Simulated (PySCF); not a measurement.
Species: C₇H₁₂FN₃.
SMILES with atom numbers: `[CH3:1][C:2]([CH3:3])([CH3:4])[CH2:5][n:6]1[n:7][n:8][cH:9][c:10]1[F:11]`

Definitions: NICS(0) = −σiso at the ring centroid; NICS(1) = −σiso and NICS(1)zz = −σzz at ±1 Å along the ring normal z. Level: GIAO PBE0/pcSseg-1 (PySCF, non-relativistic, gas phase) on the GFN2-xTB geometry, one conformer.

Ring bond lengths (Å), with Mayer bond orders in brackets: N6–N7 1.330 (1.13), N7–N8 1.277 (1.48), N8–C9 1.346 (1.33), C9–C10 1.373 (1.44), C10–N6 1.352 (1.16).

Question: What do the NICS probes read (ppm)?

Answer: 
```csv
ring,type,NICS(0),"NICS(1), two faces","NICS(1)zz, two faces",rms pucker (Å),"centre to ring atoms, mean (Å)"
N6–N7–N8–C9–C10,5-membered ring with 3 N; formal bonds all aromatic,-12.4,-12.0 / -11.6,-30.0 / -28.2,0.00,1.14
```

Question: What do they say, and how far can they be read as aromaticity?

Answer: 
- N6–N7–N8–C9–C10: mean NICS(1)zz -29.1 ppm, shielded. For a flat ring without four-coordinate atoms the NICS criterion counts such a value as aromatic.

Question: What does the geometric index give? HOMA takes Krygowski's 1993 parameters.

Answer: 
- N6–N7–N8–C9–C10: HOMA 0.94; the largest term is that of N7–N8, α(R − Ropt)² = 0.13. The geometric and the magnetic index point the same way.

Question: At the second NICS(1) probe listed for ring N6–N7–N8–C9–C10, 1 Å off the ring, what do the in-plane components average?

Answer: The isotropic value is a third of the trace: (3 × -11.6 − (-28.2))/2 = -3.3 ppm.

Question: Give the inner angles of the rings and the Hirshfeld charges of the ring atoms.

Answer: 
- N6–N7–N8–C9–C10: N6 108.2° (+0.038 e), N7 109.4° (-0.064 e), N8 109.9° (-0.139 e), C9 106.5° (-0.062 e), C10 106.0° (+0.117 e); sum 540.0° against 540° for a flat convex ring.

Conformer computed: `[CH3:1][C:2]([CH3:3])([CH3:4])[CH2:5][n:6]1[n:7][n:8][cH:9][c:10]1[F:11]`: C1–C2–C5–N6 -172°, C2–C5–N6–N7 -80°.
